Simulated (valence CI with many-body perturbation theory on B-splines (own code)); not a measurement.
## E1 line list for Os XLIV

Computed by valence CI with perturbative core correlation (CI+MBPT): five valence electrons over a frozen Dirac-Fock core [Ar] 3d10, a basis of 11 s, 11 p, 10 d, 8 f, 5 g, 2 h functions for each j, with the one-electron correlation potential Σ1 (screened to all orders), the two-electron term Σ2, the three-electron term Σ3, Breit, model QED; selected single and double excitations, second order for the rest, scaled by the run's own slope (own B-spline code, finite nucleus).

No measured spectrum was set against this ion. As an estimate, large intervals hold to a few tenths of a per cent, small ones and those within an open d or f shell to about a per cent. Among the levels kept, up to 2200 cm⁻¹ of a level comes from second order outside the variational space, and about a tenth of that is noise between levels of different J, which matters for small intervals.

Lines 201 to 250 of 535 in falling wavelength, among levels below 4786.1 × 10³ cm⁻¹, chosen from the strongest by gf and those to the six lowest levels. Wavelengths and rates use the calculated energies. Electric multipoles are in the length gauge, E1 and E2 with the static RPA response of the core. Weak lines are less certain than strong ones. Lines between different terms over intervals too small for the method are left out, as are lines whose strength nearly cancels. Where a level lies close to another of its J and parity, the split of strength between their lines is uncertain. The highest levels of a list are the least certain.

Levels are named by their leading jj configuration (3d3/2^4 stands for four electrons in 3d with j = 3/2), which in mixed levels can hold well under half, so a name can repeat and another be missing. Letters in brackets count levels of one name in rising energy.

```tsv
λ vac (nm)	Upper	Lower	A (s⁻¹)	S (a.u.) with core polarisation	S without
6.008	(4s 4p1/2 4p3/2^2 4d5/2) J=7/2 [b]	(4s^2 4p1/2 4p3/2 4d5/2) J=7/2 [a]	1.19e+11	1.02e-01	1.08e-01
5.991	(4s^2 4p1/2^2 4f5/2) J=5/2	(4s^2 4p1/2^2 4d3/2) J=3/2	2.69e+10	1.71e-02	1.78e-02
5.988	(4s^2 4p1/2 4p3/2 4d5/2) J=1/2	(4s^2 4p1/2 4p3/2^2) J=3/2	1.59e+11	3.37e-02	3.56e-02
5.983	(4s 4p1/2 4p3/2^2 4d5/2) J=9/2 [a]	(4s^2 4p1/2 4p3/2 4d5/2) J=7/2 [a]	4.76e+11	5.03e-01	5.30e-01
5.971	(4s 4p1/2^2 4p3/2 4d5/2) J=5/2 [a]	(4s^2 4p1/2^2 4d5/2) J=5/2	1.67e+11	1.05e-01	1.11e-01
5.970	(4s 4p1/2 4p3/2^2 4d3/2) J=3/2 [c]	(4s^2 4p1/2 4p3/2 4d3/2) J=1/2 [b]	2.29e+11	9.61e-02	1.01e-01
5.966	(4s 4p1/2 4p3/2^2 4d3/2) J=1/2 [a]	(4s^2 4p1/2 4p3/2 4d3/2) J=1/2 [a]	5.31e+11	1.11e-01	1.18e-01
5.956	(4s 4p1/2^2 4p3/2 4d5/2) J=3/2 [b]	(4s 4p1/2^2 4p3/2^2) J=5/2	9.30e+10	3.88e-02	4.10e-02
5.956	(4s 4p1/2^2 4p3/2 4f7/2) J=5/2	(4s 4p1/2^2 4p3/2 4d3/2) J=3/2 [b]	1.14e+11	7.13e-02	7.49e-02
5.955	(4s 4p1/2 4p3/2^2 4d5/2) J=11/2	(4s^2 4p1/2 4p3/2 4d5/2) J=9/2	2.96e+11	3.70e-01	3.90e-01
5.951	(4s^2 4p1/2 4p3/2 4f5/2) J=3/2 [a]	(4s^2 4p1/2 4p3/2 4d3/2) J=1/2 [a]	8.09e+10	3.36e-02	3.53e-02
5.943	(4s 4p1/2 4p3/2^2 4d3/2) J=5/2 [c]	(4s^2 4p1/2 4p3/2 4d3/2) J=3/2 [b]	1.11e+11	6.91e-02	7.29e-02
5.938	(4s 4p1/2 4p3/2^2 4d5/2) J=7/2 [b]	(4s^2 4p1/2 4p3/2 4d3/2) J=5/2 [b]	1.62e+11	1.34e-01	1.41e-01
5.931	(4s 4p1/2^2 4p3/2^2) J=5/2	(4s^2 4p1/2^2 4p3/2) J=3/2	2.55e+11	1.57e-01	1.66e-01
5.907	(4s^2 4p1/2 4p3/2 4f7/2) J=7/2 [a]	(4s^2 4p1/2 4p3/2 4d3/2) J=5/2 [a]	3.26e+10	2.65e-02	2.79e-02
5.904	(4s 4p1/2 4p3/2^2 4d3/2) J=5/2 [c]	(4s^2 4p1/2 4p3/2 4d3/2) J=5/2 [b]	3.99e+10	2.43e-02	2.58e-02
5.899	(4s 4p1/2 4p3/2^2 4d5/2) J=5/2 [e]	(4s 4p1/2 4p3/2^3) J=3/2 [a]	4.54e+11	2.76e-01	2.91e-01
5.888	(4s^2 4p1/2 4p3/2 4f5/2) J=5/2 [a]	(4s^2 4p1/2 4p3/2 4d3/2) J=3/2 [a]	2.19e+11	1.33e-01	1.39e-01
5.884	(4s 4p1/2^2 4p3/2 4d5/2) J=5/2 [b]	(4s 4p1/2^2 4p3/2^2) J=5/2	9.89e+10	5.97e-02	6.31e-02
5.881	(4s 4p1/2 4p3/2^2 4d5/2) J=7/2 [a]	(4s^2 4p1/2 4p3/2 4d3/2) J=5/2 [a]	3.80e+10	3.05e-02	3.21e-02
5.879	(4s 4p1/2 4p3/2^2 4d5/2) J=5/2 [f]	(4s 4p1/2 4p3/2^3) J=5/2	4.05e+10	2.43e-02	2.57e-02
5.877	(4s^2 4p1/2 4p3/2 4f5/2) J=5/2 [a]	(4s^2 4p1/2 4p3/2 4d3/2) J=5/2 [a]	9.58e+10	5.76e-02	6.11e-02
5.872	(4s 4p1/2 4p3/2^2 4d3/2) J=7/2 [b]	(4s^2 4p1/2 4p3/2 4d3/2) J=7/2	7.54e+10	6.02e-02	6.36e-02
5.864	(4s 4p1/2^2 4p3/2 4f5/2) J=7/2 [a]	(4s 4p1/2^2 4p3/2 4d3/2) J=5/2 [a]	2.75e+11	2.19e-01	2.30e-01
5.863	(4s 4p1/2 4p3/2^3) J=3/2 [a]	(4s^2 4p1/2 4p3/2^2) J=5/2	5.17e+10	2.06e-02	2.17e-02
5.862	(4s 4p1/2 4p3/2^2 4d5/2) J=3/2 [b]	(4s^2 4p1/2 4p3/2 4d5/2) J=3/2 [b]	1.61e+11	6.41e-02	6.77e-02
5.856	(4s 4p1/2^2 4p3/2 4f5/2) J=5/2 [a]	(4s 4p1/2^2 4p3/2 4d3/2) J=3/2 [a]	2.47e+11	1.47e-01	1.54e-01
5.855	(4s 4p1/2 4p3/2^2 4d3/2) J=7/2 [c]	(4s^2 4p1/2 4p3/2 4d3/2) J=5/2 [b]	1.58e+11	1.25e-01	1.32e-01
5.850	(4s 4p1/2 4p3/2^2 4d5/2) J=7/2 [d]	(4s^2 4p1/2 4p3/2 4d5/2) J=5/2 [b]	3.06e+11	2.42e-01	2.55e-01
5.842	(4s 4p1/2^2 4p3/2 4f7/2) J=9/2	(4s 4p1/2^2 4p3/2 4d3/2) J=7/2	9.51e+10	9.36e-02	9.83e-02
5.839	(4s 4p1/2^2 4p3/2 4d5/2) J=3/2 [a]	(4s^2 4p1/2^2 4d5/2) J=5/2	8.26e+10	3.25e-02	3.43e-02
5.837	(4p1/2^2 4p3/2^2 4d3/2) J=3/2	(4s 4p1/2^2 4p3/2 4d3/2) J=3/2 [b]	1.22e+11	4.81e-02	5.07e-02
5.836	(4s 4p1/2 4p3/2^2 4d5/2) J=1/2 [c]	(4s 4p1/2 4p3/2^3) J=3/2 [a]	1.28e+11	2.51e-02	2.66e-02
5.834	(4s 4p1/2^2 4d5/2^2) J=5/2	(4s^2 4p1/2^2 4f7/2) J=7/2	7.31e+10	4.30e-02	4.54e-02
5.822	(4s 4p1/2 4p3/2^2 4d5/2) J=3/2 [d]	(4s 4p1/2 4p3/2^3) J=3/2 [a]	1.03e+11	4.03e-02	4.25e-02
5.821	(4s^2 4p1/2 4p3/2 4f5/2) J=7/2	(4s^2 4p1/2 4p3/2 4d5/2) J=5/2 [a]	5.26e+10	4.10e-02	4.32e-02
5.819	(4s 4p1/2 4p3/2^2 4d3/2) J=3/2 [d]	(4s^2 4p1/2 4p3/2 4d3/2) J=5/2 [b]	7.72e+10	3.00e-02	3.18e-02
5.813	(4s 4p1/2 4p3/2^2 4d5/2) J=1/2 [b]	(4s^2 4p1/2 4p3/2 4d5/2) J=3/2 [a]	3.23e+11	6.27e-02	6.63e-02
5.809	(4s 4p1/2 4p3/2^2 4d5/2) J=3/2 [b]	(4s^2 4p1/2 4p3/2 4d5/2) J=5/2 [b]	1.46e+11	5.64e-02	5.96e-02
5.809	(4s 4p1/2^2 4p3/2 4f5/2) J=5/2 [a]	(4s 4p1/2^2 4p3/2 4d3/2) J=5/2 [a]	6.25e+10	3.63e-02	3.81e-02
5.806	(4s 4p1/2 4p3/2^2 4d5/2) J=9/2 [c]	(4s^2 4p1/2 4p3/2 4d5/2) J=7/2 [b]	3.64e+11	3.52e-01	3.72e-01
5.801	(4s 4p1/2^2 4p3/2 4f5/2) J=3/2 [a]	(4s 4p1/2^2 4p3/2 4d3/2) J=1/2 [a]	1.15e+11	4.44e-02	4.66e-02
5.799	(4s 4p1/2^2 4p3/2 4f5/2) J=3/2 [a]	(4s 4p1/2^2 4p3/2 4d3/2) J=3/2 [a]	1.64e+11	6.31e-02	6.64e-02
5.799	(4s 4p1/2 4p3/2^2 4d5/2) J=9/2 [b]	(4s^2 4p1/2 4p3/2 4d5/2) J=9/2	2.91e+11	2.80e-01	2.96e-01
5.794	(4s 4p1/2 4p3/2^2 4d5/2) J=5/2 [c]	(4s^2 4p1/2 4p3/2 4d5/2) J=3/2 [b]	2.46e+11	1.42e-01	1.50e-01
5.786	(4s 4p1/2^2 4d5/2^2) J=9/2	(4s 4p1/2^2 4p3/2 4d3/2) J=7/2	3.30e+11	3.16e-01	3.32e-01
5.786	(4s 4p1/2^2 4p3/2 4f5/2) J=1/2	(4s 4p1/2^2 4p3/2 4d3/2) J=1/2 [a]	2.74e+11	5.24e-02	5.51e-02
5.784	(4s 4p1/2 4p3/2^2 4d5/2) J=5/2 [d]	(4s^2 4p1/2 4p3/2 4d5/2) J=3/2 [b]	5.44e+10	3.12e-02	3.30e-02
5.782	(4s 4p1/2^2 4p3/2 4f7/2) J=7/2	(4s^2 4p1/2^2 4f5/2) J=5/2	8.17e+10	6.24e-02	6.59e-02
5.776	(4s 4p1/2 4p3/2^2 4d5/2) J=7/2 [e]	(4s^2 4p1/2 4p3/2 4d5/2) J=5/2 [b]	5.51e+11	4.19e-01	4.43e-01
```
